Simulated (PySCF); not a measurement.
**UHF on Sn⁻ (tin, charge -1)**

Configuration: [Kr] 4d10 5s2 5p3, high-spin 4S determinant. Computed with PySCF 2.14 in aug-cc-pwCVTZ-DK3 (10s9p7d4f1g, 109 functions), with the spin-free X2C one-electron Hamiltonian (Gaussian nucleus).

| Item | Value |
| --- | --- |
| Total energy | -6173.573996 hartree |
| One-electron energy | -8501.8830 hartree |
| Hartree (Coulomb) energy | 2492.5015 hartree |
| Exchange energy | -164.1925 hartree |
| ⟨S²⟩ | 3.7548 |
| ⟨L²⟩ | 0.000 |
| Sum of ⟨r⟩ | 40.97 bohr |
| Sum of ⟨r²⟩ | 88.73 bohr² |
| Langevin diamagnetic susceptibility | -70.3 ×10⁻⁶ cm³/mol |

```
shell  electrons  mean orbital energy (hartree)  rms radius, mean of both spins (bohr)
 1s α          1                    -1078.08015                                 0.0335
 1s β          1                    -1078.07790                                 0.0335
 2s β          1                     -165.97955                                  0.136
 2s α          1                     -165.97949                                  0.136
 2p α          3                     -148.81761                                  0.121
 2p β          3                     -148.81597                                  0.121
 3s α          1                      -33.31404                                  0.361
 3s β          1                      -33.31198                                  0.361
 3p α          3                      -27.55171                                  0.362
 3p β          3                      -27.54792                                  0.362
 3d α          5                      -18.65845                                  0.341
 3d β          5                      -18.65776                                  0.341
 4s α          1                       -5.65278                                  0.874
 4s β          1                       -5.64807                                  0.874
 4p α          3                       -3.82180                                  0.950
 4p β          3                       -3.81532                                  0.950
 4d α          5                       -1.07942                                   1.19
 4d β          5                       -1.07362                                   1.19
 5s α          1                       -0.37698                                   2.78
 5s β          1                       -0.21118                                   2.78
 5p α          3                       -0.05840                                   4.08
```

Densities and radii are taken from the X2C orbitals without a picture-change correction, which distorts them close to the nucleus.

Spin-orbit constants ζ (cm⁻¹) from the X2C one-electron operator on these orbitals: bare nucleus, nucleus screened by l(l+1)(2l+1)/3 electrons, and screened by the Breit-Pauli mean field of the electrons.

```
shell     bare  screened nucleus  mean field
   2p  1237000           1187000         n/a
   3p   228700            219600         n/a
   3d    34320             27460         n/a
   4p    38790             37230         n/a
   4d     3991              3193         n/a
   5p     1597              1533         n/a
```
